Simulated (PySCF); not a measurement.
In(Me)2(nPr), C5H13In, SMILES CC[CH2][In]([CH3])[CH3] at its GFN2-xTB optimised geometry (Å):

```
19

In     0.9613     0.4158     0.0000
C      3.2144     0.4158     0.0000
H      3.6048    -0.5925     0.1329
H      3.5831     1.0491     0.8064
H      3.5814     0.8146    -0.9457
C     -0.1463     2.3707     0.0000
H     -0.9833     2.3385    -0.6963
H      0.5261     3.1775    -0.2881
H     -0.5341     2.5787     0.9970
C     -0.2235    -1.5165     0.0155
C     -1.7150    -1.2346    -0.1053
C     -2.5432    -2.5178    -0.0654
H     -0.0102    -2.0501     0.9464
H      0.1165    -2.1487    -0.8100
H     -2.0336    -0.5786     0.7130
H     -1.9157    -0.7099    -1.0464
H     -2.2615    -3.1775    -0.8842
H     -3.6048    -2.2943    -0.1531
H     -2.3791    -3.0472     0.8714
```

Method: CAM-B3LYP/def2-SVP, def2 effective core potentials past Kr (PySCF 2.14.0). The core electrons that the potentials of In replace are not part of the density. Cells within 0.4 Å of a nucleus heavier than hydrogen are left out (blank, or x).

Map of the deformation density (molecule minus spherical neutral atoms) (e/bohr³) on the plane z = 0.0 Å:

```
|111111111111111111111111111|
|111111111111111111111111111|
|111111111111111111111111111|
|111111111111111111111111111|
|111111111111111111111111111|
|111111111111111111111111111|
|111111111111035111111111111|
|111111111112267211111111111|
|111111111113xx3111111111111|
|111111111111154211111111111|
|111111111111133111111111111|
|111111111111120101212211111|
|111111111111110x4145x201111|
|111111111101110201337511111|
|111111111200132111126711111|
|111111101x23244211111111111|
|111111002xx8xx1111111111111|
|1111113276133x1111111111111|
|1111059xx200021111111111111|
|1111124xx000111111111111111|
|111111002101111111111111111|
|111111101111111111111111111|
|111111111111111111111111111|
|111111111111111111111111111|
|111111111111111111111111111|
|111111111111111111111111111|
|111111111111111111111111111|
```
Scale: ten equal steps from -0.017 (start of '0') to 0.086 (end of '9'), in the order '0123456789'; x runs from -6.00 to 6.00, y from -6.00 (bottom) to 6.00 (top).
